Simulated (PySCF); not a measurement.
**NMR data sheet: C$_{5}$H$_{11}$NSi**

| Property | Result |
| --- | --- |
| Formula | C5H11NSi |
| SMILES | CC(C)([SiH3])CC#N |
| InChI | InChI=1S/C5H11NSi/c1-5(2,7)3-4-6/h3H2,1-2,7H3 |
| Point group of the computed structure | C1 |
| Degrees of unsaturation | 2 |
| Carbon signals | 4 |
| Proton signals | 3 |

Structure with atom numbers: `[CH3:1][C:2]([CH3:3])([SiH3:4])[CH2:5][C:6]#[N:7]`. Each H is labelled by its parent atom.

- geometry: GFN2-xTB
- shieldings: GIAO PBE0/pcSseg-1
- program: PySCF 2.14
- relativity neglected, averaged over atoms made equivalent by symmetry, fast rotation or ring inversion, no solvent, one conformer

Referencing at the same level of theory: TMS for 1H (σ = 31.72 ppm), 13C (σ = 186.93 ppm), 29Si (σ = 349.16 ppm); NH3 for 15N (σ = 267.73 ppm).

| carbon | δC, type | δH (multiplicity) | HMBC from (2–3 bonds) | span of the C tensor (ppm) |
| --- | --- | --- | --- | --- |
| C1/C3 | 28.5, CH3 | 1.23 (s) | H(Si4), H(C5), H(C1)/H(C3) | 44 |
| C2 | 22.7, C | – | H(Si4), H(C5), H(C1)/H(C3) | 13 |
| C5 | 30.6, CH2 | 2.15 (s) | H(Si4), H(C1)/H(C3) | 41 |
| C6 | 123.8, C | – | H(C5) | 346 |

Other nuclei:
```json
{"atoms": "H(Si4)", "nucleus": "1H", "environment": "hydrogen on a silicon bonded to C", "δ (ppm)": "3.91", "σ (ppm)": "27.80"}
{"atoms": "Si4", "nucleus": "29Si", "environment": "silicon bonded to C, 3 H", "δ (ppm)": "-52.6", "σ (ppm)": "401.8"}
{"atoms": "N7", "nucleus": "15N", "environment": "nitrile nitrogen", "δ (ppm)": "304.1", "σ (ppm)": "-36.3"}
```

- Carbon types of the structure: 2 × C, 1 × CH2, 2 × CH3, leaving 3 H on heteroatoms.
- δC 123.8: nitrile carbon; this is the usual window of a C≡N carbon, which has no attached hydrogen.
- δC 30.6: sp3 CH2 α to a nitrile; saturated and bonded to C and H only.
- δC 28.5: methyl carbon; aliphatic region, no heteroatom directly attached.
- δH 3.91: hydrogen on a silicon bonded to C.
- δH 2.15: hydrogen on an sp3 CH2 α to a nitrile.

Shifts are as computed. Against solution values, carbons near 30 ppm lie about +3 ppm off and those near 130 ppm about +5 ppm. Of 1211 compounds with measured shifts, 218 miss one by over three times the rms of a fit or turn the order of signals round; such compounds aren't used in these exercises. Experimental scales use liquid or dissolved standards, which lie at an offset from isolated NH3 (liquid NH3: subtract about 20 ppm). Unscaled 15N shifts of sp2 nitrogen come out 20 to 40 ppm too high even then. No couplings were computed; multiplicities are counted from neighbouring protons, with m where these are inequivalent, close in shift, in a saturated or five-membered ring or joined by F or P, and br s for small geminal =CH2 splittings.
